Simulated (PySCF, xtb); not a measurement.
TaH5, SMILES [TaH5] (connectivity only; charge and spin as stated), neutral, multiplicity 1.

GFN2-xTB in xtb at its own geometry gives an orbital gap of 1.77 eV and a dipole moment of 0.10 D.

Geometry optimised at PBE0-D3(BJ)/def2-TZVPD. The multiplicity is an assumed one; other spin states were not compared. The def2 effective core potentials stand for the cores of Ta; spin–orbit coupling is left out.

What does PySCF with PBE/def2-TZVPD give? (An estimate is asked for; the answer gives what the named calculation found.)

gap 3.35 eV (levels -7.40 and -4.05 eV), dipole 1.63 D.
